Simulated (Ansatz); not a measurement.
Saddle point of CH$_{9}$GeN, singlet (CH₇GeN ([CH3][NH][GeH3]) + H₂ → CH₅N ([CH3][NH2]) + GeH₄; bonds formed: Ge1–H8, N2–H7; bonds broken: Ge1–N2, H7–H8), PBE0-D4/def2-TZVP structure:

```
12
angstrom
Ge -0.8475 0.9621 0.6688
N 0.4843 0.1293 -0.5513
C 0.3848 -1.3198 -0.6916
H -2.0366 0.7695 -0.3455
H -0.7082 2.4750 0.8466
H -1.2241 0.1110 1.8839
H 1.1794 0.4721 0.3303
H 1.1000 0.8911 1.4412
H 0.5725 0.6015 -1.4476
H -0.5833 -1.6212 -1.0982
H 0.5028 -1.7650 0.2999
H 1.1758 -1.7058 -1.3364
```

Energies are electronic, without zero-point energy. Barriers and step energies count from the start structure reached by relaxing down the imaginary mode; all methods use the PBE0-D4 structures, on which another method's saddle can fall below an end. Computed with Ansatz 0.2.0 (basis: def2-TZVPP, with def2-QZVPP for the basis limit); correlated methods freeze the cores. Filled d shells of the heavier atoms are correlated. The def2 sets are not built for correlating such inner shells, so the correlated values are less sure here. B3LYP uses VWN-RPA correlation. Extrapolation: Hartree–Fock as exp(−7.88 √X), correlation as X^−2.97.

```json
{"method": "SPW92", "barrier (kcal/mol)": "28.66", "step energy (kcal/mol)": "-8.86"}
{"method": "PBE-D4", "barrier (kcal/mol)": "?", "step energy (kcal/mol)": "-7.63"}
{"method": "BLYP-D4", "barrier (kcal/mol)": "40.04", "step energy (kcal/mol)": "-6.68"}
{"method": "r2SCAN-D4", "barrier (kcal/mol)": "39.34", "step energy (kcal/mol)": "-7.50"}
{"method": "B97M-V", "barrier (kcal/mol)": "39.16", "step energy (kcal/mol)": "-9.66"}
{"method": "PBE0-D4", "barrier (kcal/mol)": "39.00", "step energy (kcal/mol)": "-8.47"}
{"method": "B3LYP-D4", "barrier (kcal/mol)": "?", "step energy (kcal/mol)": "-7.68"}
{"method": "r2SCAN0-D4", "barrier (kcal/mol)": "41.14", "step energy (kcal/mol)": "-8.27"}
{"method": "BHLYP-D4", "barrier (kcal/mol)": "?", "step energy (kcal/mol)": "-8.60"}
{"method": "CAM-B3LYP-D4", "barrier (kcal/mol)": "43.07", "step energy (kcal/mol)": "-8.28"}
{"method": "wB97X-V", "barrier (kcal/mol)": "43.73", "step energy (kcal/mol)": "-7.87"}
{"method": "wB97M-V", "barrier (kcal/mol)": "42.72", "step energy (kcal/mol)": "-8.19"}
{"method": "B2PLYP", "barrier (kcal/mol)": "44.32", "step energy (kcal/mol)": "-7.29"}
{"method": "PBE-QIDH", "barrier (kcal/mol)": "42.58", "step energy (kcal/mol)": "-7.63"}
{"method": "RPA on PBE", "barrier (kcal/mol)": "44.44", "step energy (kcal/mol)": "-6.91"}
{"method": "HF", "barrier (kcal/mol)": "54.22", "step energy (kcal/mol)": "-9.95"}
{"method": "MP2", "barrier (kcal/mol)": "45.07", "step energy (kcal/mol)": "-5.31"}
{"method": "CCSD", "barrier (kcal/mol)": "45.80", "step energy (kcal/mol)": "-7.89"}
{"method": "CCSD(T)", "barrier (kcal/mol)": "44.22", "step energy (kcal/mol)": "-7.10"}
```

Problem. Fill in the withheld barriers. (An estimate is asked for; the value comes from the calculation.)

Solution. By the calculation: PBE-D4 36.19; BHLYP-D4 45.39; B3LYP-D4 42.02 kcal/mol. Each is the energy of the saddle less that of the start structure, by the same method.

For comparison, the barrier by CCSD(T) at an estimated basis limit (MP2 extrapolated from triple and quadruple zeta, plus CCSD(T) − MP2 in triple zeta) is 45.01 kcal/mol.

The T1 diagnostic stays at or below 0.013.

Labels in which every atom is bracketed show which atoms are joined, not bond orders.

For scale, one of the runs: CCSD(T)/def2-TZVPP, 236 basis functions, launched by `ansatz run in.yaml --threads 4 --pin off --events-out ev --progress --plain --max-ram 9574MiB`. The run took 36 s on 4 CPU threads of an AMD EPYC 9R45 (shared host), with 4.5 GiB of host memory at its peak.
